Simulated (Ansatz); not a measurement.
`C[CH2][Ga]([Cl])[Cl]` + H₂ → `C[CH2][GaH][Cl]` + HCl  (hydrogenolysis of a Ga–Cl bond)

Isolated molecules relaxed with PBE0-D4/def2-TZVP in Ansatz; ΔE leaves out vibrations. CCSD(T)/CBS adds triple-zeta CCSD(T) − MP2 to the extrapolated MP2 energy (def2 sets, frozen cores). This one scheme is used for every species. Functionals use def2-TZVPP. B3LYP here is the variant with VWN-RPA as its local correlation; programs differ in this. For Ga outer-core shells are correlated without core-valence functions, which leaves a few kJ/mol of doubt a bond. Scalar relativity is left out up to krypton. One conformer a species, not always the lowest.

`C[CH2][Ga]([Cl])[Cl]`:

```xyz
10

C    -0.977    0.957   -0.093
C    -0.424   -0.350    0.454
Ga    1.359   -0.814   -0.204
Cl    2.434    0.424   -1.582
Cl    2.408   -2.586    0.377
H    -0.340    1.806    0.162
H    -1.973    1.158    0.312
H    -1.062    0.938   -1.182
H    -1.071   -1.199    0.210
H    -0.353   -0.335    1.546
```

H₂:

```xyz
2

H    -0.018   -0.372   -0.026
H     0.018    0.372    0.026
```

`C[CH2][GaH][Cl]`:

Cartesian coordinates in Å:
```
C -0.092 -1.046 -0.923
C 0.616 -0.064 0.003
Ga -0.560 1.171 0.974
Cl 0.446 2.578 2.272
H 0.621 -1.701 -1.431
H -0.667 -0.532 -1.697
H -0.789 -1.687 -0.378
H 1.332 0.557 -0.547
H 1.210 -0.587 0.759
H -2.117 1.311 0.968
```

HCl:

Cartesian coordinates in Å:
```
Cl -0.164 0.618 0.007
H 0.164 -0.618 -0.007
```

**Question.** Is it downhill or uphill in electronic energy at CCSD(T)/CBS, and by how much? (An estimate is asked.)

**Answer.** Ansatz gave: Uphill: ΔE = +26.0 kcal/mol.

**Question.** What do these levels give: LDA (SPW92), revPBE-D4, BLYP-D4, B3LYP-D4, CAM-B3LYP-D4, ωB97M-V, revPBE, BLYP, CCSD/def2-TZVPP, HF/def2-QZVPP, MP2/def2-QZVPP, CCSD/CBS(def2)? (Estimate.)

**Answer.** Computed: LDA (SPW92) 23.7, revPBE-D4 26.1, BLYP-D4 26.3, B3LYP-D4 26.0, CAM-B3LYP-D4 24.8, ωB97M-V 25.4, revPBE 24.2, BLYP 24.0, CCSD/def2-TZVPP 24.6, HF/def2-QZVPP 24.1, MP2/def2-QZVPP 27.8, CCSD/CBS(def2) 25.1 kcal/mol.

Largest T1 diagnostic among the species: 0.011.

The D4 term adds +1.9 kcal/mol with B3LYP and +1.1 kcal/mol with PBE0; it sums over pairs of atoms, weighted by their polarisabilities, and B3LYP, whose exchange is more repulsive, gets the larger term. Leaving LDA and LC-ωPBE aside and taking each functional with its dispersion term where it has one, the values, not all of them listed here, spread over 2.6 kcal/mol, from B97M-V to r2SCAN-D4.
